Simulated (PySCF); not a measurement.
Stepwise substitution at one centre (In F-NH2). All species are isolated molecules in the gas phase. One relaxed conformer stands for each flexible species; it need not be the lowest. Strings in code marks are SMILES.

The S1 excitation (TDA) from two functionals at the same geometries (r2SCAN-D4/def2-TZVP), both in PySCF: PBE-D3(BJ)/def2-TZVP and r2SCAN-D4/def2-TZVP. Excitations are Tamm–Dancoff values on a coarser integration grid. The basis has no diffuse functions, so Rydberg states are missing or too high.

| species | PBE-D3(BJ)/def2-TZVP (eV) |
|---|---|
| 0 of 3 F replaced by NH2 (`[F][In]([F])[F]`) | 5.05 |
| 1 of 3 F replaced by NH2 | 4.30 |
| 3 of 3 F replaced by NH2 (`[NH2][In]([NH2])[NH2]`) | 4.15 |

Question: What does r2SCAN-D4/def2-TZVP give for each?

Answer: 
- 0 of 3 F replaced by NH2 (`[F][In]([F])[F]`): 5.66
- 1 of 3 F replaced by NH2: 4.76
- 3 of 3 F replaced by NH2 (`[NH2][In]([NH2])[NH2]`): 4.68
Over these rows, drawn at random from the members with no instability flagged (it was tested for open shells, ions and some series alone), PBE minus r2SCAN-D4: mean -0.54 eV, from -0.61 eV to -0.46 eV.
